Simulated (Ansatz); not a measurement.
Geometry optimisation, RKS PBE0-D4/def2-SVP in Ansatz.

The input (input.yaml):

```yaml
crystal:
  periodic: [false, false, false]
  atoms:
    - { symbol: Si, position_ang: [-0.3753, -0.867, 0.1612] }
    - { symbol: "N", position_ang: [0.1777, 1.1588, 0.4606] }
    - { symbol: "N", position_ang: [0.1491, -0.4025, -1.3357] }
    - { symbol: H, position_ang: [0.3809, 0.8194, -0.8228] }
    - { symbol: H, position_ang: [-1.7262, -0.995, 0.6777] }
    - { symbol: Cl, position_ang: [0.7873, -1.9955, 1.3797] }
    - { symbol: H, position_ang: [0.9852, 1.347, 1.0331] }
    - { symbol: H, position_ang: [-0.5484, 1.8284, 0.6606] }
    - { symbol: H, position_ang: [0.1696, -0.8937, -2.2144] }
basis:
  gaussian: { orbitals: def2-SVP }
hamiltonian:
  xc: pbe0
  dispersion: d4
relax:
  f_tol: 0.15
  max_steps: 25
  restrain:
    - { distance: [3, 1], at: 1.02, k: 30.0 }
    - { distance: [0, 1], at: 3.12, k: 30.0 }
    - { distance: [3, 2], at: 2.32, k: 30.0 }
```

Command:

```bash
$ ansatz run input.yaml --threads 2 --pin off --max-ram 3072MiB --backend cpu --events-out ev --progress --plain --runs-dir out
```

**Question.** Where does it end, and by what steps?

**Answer.** The run converged. The restraints hold the end off the free minimum. After 13 steps the energy has risen by 0.425 eV (the restraints' own energy left out); N2 moved furthest, 0.65 Å. Parted: Si1–N2. Joined: N2–H4.

| step | energy less start (eV) | largest force component (eV/Å) | accepted |
| --- | --- | --- | --- |
| 0 | 0.0000 | 3.418 | yes |
| 1 | 0.7508 | 3.390 | yes |
| 2 | 0.7731 | 2.684 | yes |
| 3 | 0.8792 | 1.723 | yes |
| 4 | 0.7300 | 1.081 | yes |
| 5 | 0.6916 | 0.515 | yes |
| 6 | 0.6029 | 0.801 | yes |
| 7 | 0.6982 | 2.774 | no |
| 8 | 0.5289 | 1.176 | yes |
| 9 | 0.4679 | 0.936 | yes |
| 10 | 0.4338 | 0.465 | yes |
| 11 | 0.4266 | 0.233 | yes |
| 12 | 0.4325 | 0.304 | no |
| 13 | 0.4246 | 0.192 | yes |

```xyz
9
Properties=species:S:1:pos:R:3
Si -0.486 -1.212 -0.001
N 0.385 1.760 0.328
N -0.290 -0.835 -1.533
H 0.189 1.196 -0.503
H -1.786 -1.018 0.663
Cl 0.821 -2.046 1.351
H 1.078 1.278 0.897
H -0.473 1.858 0.866
H 0.561 -0.981 -2.069
```

Whether the end is a true minimum wasn't checked by a vibrational analysis.

The run took 21 s on 2 threads of Intel(R) Xeon(R) Platinum 8488C (Sapphire Rapids), on a shared host, peak memory 0.2 GiB.
